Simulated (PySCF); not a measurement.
# Basis and Hamiltonian dependence of the ionisation energy of Ne⁺

Ne⁺ [He] 2s2 2p5 (2P) → Ne²⁺ [He] 2s2 2p4 (3P). Calculated with PySCF 2.14 from differences of total energies of unrestricted determinants, without spin-orbit coupling. Values in eV.

| basis | Hamiltonian | functions | UHF | r2SCAN | PBE0 | MP2 (valence) | CCSD(T) (valence) | CCSD(T) (valence and next inner shell) |
| --- | --- | --- | --- | --- | --- | --- | --- | --- |
| x2c-SVPall | spin-free X2C | 14 | 39.526 | 41.353 | n/a | 40.640 | 40.593 | n/a |
| cc-pVTZ | non-relativistic | 30 | 39.282 | n/a | n/a | 40.738 | 40.693 | n/a |
| x2c-TZVPPall | spin-free X2C | 31 | 39.266 | 41.120 | 40.992 | 40.710 | 40.668 | 40.678 |
| def2-TZVPPD | non-relativistic | 40 | 39.287 | 41.138 | 41.008 | 40.736 | 40.696 | 40.706 |
| x2c-TZVPPall with one added diffuse shell each of s, p, d type | spin-free X2C | 40 | 39.269 | 41.122 | 40.991 | 40.722 | 40.683 | 40.693 |
| aug-cc-pVTZ | non-relativistic | 46 | 39.266 | 41.136 | 41.008 | 40.763 | 40.726 | n/a |
| aug-cc-pVTZ-DK | spin-free X2C | 46 | 39.247 | 41.119 | 40.990 | 40.746 | 40.709 | n/a |
| x2c-QZVPPall | spin-free X2C | 57 | 39.259 | 41.118 | 40.990 | 40.852 | 40.818 | 40.833 |
| def2-QZVPPD | non-relativistic | 66 | 39.277 | 41.134 | 41.007 | 40.869 | 40.835 | 40.850 |
| dyall-av3z | non-relativistic | 71 | 39.272 | 41.143 | 41.010 | 40.793 | 40.757 | n/a |
| x2c-QZVPPall with one added diffuse shell each of s, p, d, f type | spin-free X2C | 73 | 39.259 | 41.118 | 40.990 | 40.860 | 40.826 | 40.841 |
| aug-cc-pVQZ | non-relativistic | 80 | 39.267 | 41.133 | 41.005 | 40.888 | 40.853 | n/a |
| aug-cc-pVQZ-DK | spin-free X2C | 80 | 39.249 | 41.116 | 40.988 | 40.871 | 40.836 | n/a |
| aug-cc-pV5Z | non-relativistic | 127 | 39.271 | 41.138 | 41.008 | 40.950 | n/a | n/a |

Extrapolation of CCSD(T) (valence) from aug-cc-pVTZ and aug-cc-pVQZ: the correlation parts are 1.459 and 1.586 eV; with the X⁻³ form and unrounded values, (4³ × 1.586 − 3³ × 1.459)/(4³ − 3³) = 1.678 eV, and adding the Hartree-Fock value 39.267 eV of the larger basis gives 40.945 eV.

Extrapolation of CCSD(T) (valence) from aug-cc-pVTZ-DK and aug-cc-pVQZ-DK: the correlation parts are 1.461 and 1.588 eV; with the X⁻³ form and unrounded values, (4³ × 1.588 − 3³ × 1.461)/(4³ − 3³) = 1.680 eV, and adding the Hartree-Fock value 39.249 eV of the larger basis gives 40.929 eV.

Frozen in the all-electron rows: valence: 1s2; valence and next inner shell: nothing.

Between the lowest levels the reference is 40.963 eV (measured; NIST Atomic Spectra Database, ionization energies); it includes spin-orbit coupling, which these numbers lack.
